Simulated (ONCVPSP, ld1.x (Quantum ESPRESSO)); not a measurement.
Potentials for bromine (Br) compared

Generated with ld1.x 7.5 (TM, RRKJ, ultrasoft, PAW), atompaw 4.2 or ONCVPSP 4.0.1. The cutoff is in Ry: for ld1.x and atompaw files where the sum of valence levels is converged to 10 mRy in a Bessel basis, for ONCV files where the hardest occupied wave has 1 mHa per electron of residual kinetic energy. The error is the largest all-electron minus pseudo excitation energy over each file’s own four to seven test configurations (ionisations up to +4, promotions, holes and added fractions of an electron), all of which were solved. The labels leave out finer settings (local radius, basis sizes, second energies), which also bear on the numbers. Spin-polarised tests are not counted. The rows are a selection from randomly drawn settings: files with unsolved tests, undetermined cutoffs or missed reference levels are left out.

A true bound ghost makes a file unfit for plane-wave use even where its test errors are small: the radial tests pick states by their node count and pass the ghost by.

| potential | cutoff (Ry) | largest error (meV) | bound ghosts |
| --- | --- | --- | --- |
| ONCV, PBE, scalar-relativistic, rc 1.50/1.70 (sp), local smoothed, core correction yes, reference 4s1.75 4p5.25, qcut 4.5/4, projectors 2/3 | 44 | -51 | none |
| TM, PBE, scalar-relativistic, rc 1.20/1.40/1.30 (spd), local smoothed, core correction no, reference 4s1.5 4p5.5 | 55 | -5.2 | d |
| ONCV, LDA (Perdew-Zunger), scalar-relativistic, rc 1.45/1.20/1.50 (spd), local smoothed, core correction no, reference 4s2 4p3, qcut 3.7/7.9/7.2, projectors 1/3/3 | 185 | +112 | p, d |
| PAW, BP86, scalar-relativistic, rc 1.30/1.65/1.35 (spd), local smoothed, core correction yes, reference 4s1.5 4p5.5 | 21 | -189 | none |
| TM semilocal, LDA (PZ), scalar-relativistic, rc 1.35/1.50 (sp), local s, core correction yes, reference 4s2 4p3 | 50 | +14 | none |
| ONCV, LDA (Perdew-Wang 92), scalar-relativistic, rc 1.35/0.80/1.00 (spd), local smoothed, core correction yes, reference 3p6 3d10 4s1.5 4p5.5, qcut 4.3/14.1/15.8, projectors 2/2/2 | 211 | +98 | s |
| TM, PBEsol, scalar-relativistic, rc 1.45/1.65 (sp), local smoothed, core correction yes, reference 4s2 4p5 | 40 | +122 | none |

Task: Fill in the row for Br: ONCV, PBEsol, scalar-relativistic, rc 1.55/1.70/1.75 (spd), local smoothed, core correction yes, reference 4s2 4p3, qcut 4.1/5/4.7, projectors 1/2/3.

Result: cutoff 78 Ry, largest error -11 meV, bound ghosts: none.

Task: Fill in the row for Br: ONCV, LDA (Perdew-Zunger), scalar-relativistic, rc 0.75/0.80/0.50 (spd), local smoothed, core correction yes, reference 3s2 3p6 3d10 4s1.5 4p5.5, qcut 12.1/21.3/16.1, projectors 2/2/2.

Result: cutoff 1449 Ry, largest error +19 meV, bound ghosts: none.
